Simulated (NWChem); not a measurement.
Species: CH3BeCl; SMILES [CH3][Be][Cl]

Results from NWChem. Medium grid unless said otherwise, to which SCAN and Minnesota functionals are sensitive. All runs use the structure optimised with B3LYP/6-31G* (spherical d).

### Question
Order these by “highest occupied level (eV)”, lowest first: BP86/def2-TZVP; LC-wPBE (HJS exchange hole, range parameter 0.4 per bohr)/def2-TZVP; B3LYP/def2-TZVP.

### Answer
LC-wPBE (HJS exchange hole, range parameter 0.4 per bohr)/def2-TZVP (-11.88), B3LYP/def2-TZVP (-8.68), BP86/def2-TZVP (-7.63)
